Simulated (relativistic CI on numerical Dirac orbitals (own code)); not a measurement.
## Slater and spin-orbit integrals, Re⁷⁺

Computed by Dirac-Coulomb-Breit CI, KLI orbitals optimised for each configuration, model QED, unscaled Slater integrals (own radial code, finite nucleus).

Slater integrals F^k, G^k are unscaled and averaged over j, outside the closed core [Kr] 4d10; ζ comes from projecting the Hamiltonian with its Breit term on Σ l·s of the shell.

- 4f¹⁴5s²5p⁵5d: ζ(5p) = 65441, F^2(5p,5d) = 78809, G^1(5p,5d) = 95442, G^3(5p,5d) = 60026, ζ(5d) = 4719.1 cm⁻¹; <r>(5p) = 1.138, <r^2>(5p) = 1.453, <r>(5d) = 1.421, <r^2>(5d) = 2.279 (bohr units).
- 4f¹³5s²5p⁶5d: ζ(4f) = 5526.3, F^2(4f,5d) = 46739, F^4(4f,5d) = 22760, G^1(4f,5d) = 16483, G^3(4f,5d) = 15507, G^5(4f,5d) = 12413, ζ(5d) = 4931 cm⁻¹; <r>(4f) = 0.5581, <r^2>(4f) = 0.3796, <r>(5d) = 1.399, <r^2>(5d) = 2.208 (bohr units).
- 4f¹⁴5s5p⁶5d: G^2(5s,5d) = 65274, ζ(5d) = 4710.3 cm⁻¹; <r>(5s) = 1.007, <r^2>(5s) = 1.134, <r>(5d) = 1.419, <r^2>(5d) = 2.271 (bohr units).

In this model ζ of a weakly bound d, f or g electron outside closed shells comes out too small, for d by up to a factor of two or three and at times with the wrong sign; that of an outer p electron is too small as well.

Averages of the first 10 configurations, taken without configuration mixing, which lowers the lowest level and can move excited configurations by several eV; other configurations of the list can lie among them:

| Configuration | Parity | States | Average energy above the lowest level (eV) |
| --- | --- | --- | --- |
| 4f¹⁴5s²5p⁶ | even | 1 | 0.1 |
| 4f¹⁴5s²5p⁵5d | odd | 60 | 49.9 |
| 4f¹³5s²5p⁶5d | odd | 140 | 51.1 |
| 4f¹⁴5s5p⁶5d | even | 20 | 94.6 |
| 4f¹⁴5s²5p⁵5f | even | 84 | 92.6 |
| 4f¹⁴5s²5p⁵6s | odd | 12 | 67.1 |
| 4f¹³5s²5p⁶6s | odd | 28 | 69.6 |
| 4f¹⁴5s²5p⁵5g | odd | 108 | 112.0 |
| 4f¹⁴5s²5p⁵6p | even | 36 | 79.4 |
| 4f¹⁴5s5p⁶5f | odd | 28 | 137.8 |
